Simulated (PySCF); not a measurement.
Potential energy of GaCl⁺ along the bond

Set-up: PySCF, scalar-relativistic core potentials, basis sets Ga cc-pVDZ-PP with ECP10, Cl cc-pV(D+d)Z. Energies in eV from Ga⁺ + Cl in their ground configurations at the same level. State: ²Σ⁺ (doublet), unpaired electrons σ ↑.

```json
{"R (Å)": "1.839", "UHF-MP2": "0.0753"}
{"R (Å)": "1.925", "UHF-MP2": "-0.4645"}
{"R (Å)": "2.011", "UHF-MP2": "-0.7259"}
{"R (Å)": "2.075", "UHF-MP2": "-0.7921"}
{"R (Å)": "2.139", "UHF-MP2": "-0.7778"}
{"R (Å)": "2.203", "UHF-MP2": "-0.7039"}
{"R (Å)": "2.289", "UHF-MP2": "-0.5461"}
{"R (Å)": "2.396", "UHF-MP2": "-0.3272"}
{"R (Å)": "2.524", "UHF-MP2": "-0.1360"}
{"R (Å)": "2.695", "UHF-MP2": "-0.0143"}
```

Correlated steps freeze 9 core orbitals. Correlated levels converge slowly with the basis: in double zeta they bind strong bonds too weakly, by up to about 1 eV, and carry superposition errors of some tenths. Spin–orbit coupling is left out. For an ion De counts to the pair picked by the measured ionisation energies or electron affinities, which need not be the lowest pair at this level. The state was picked by a PBE0 search and need not be the measured ground state.
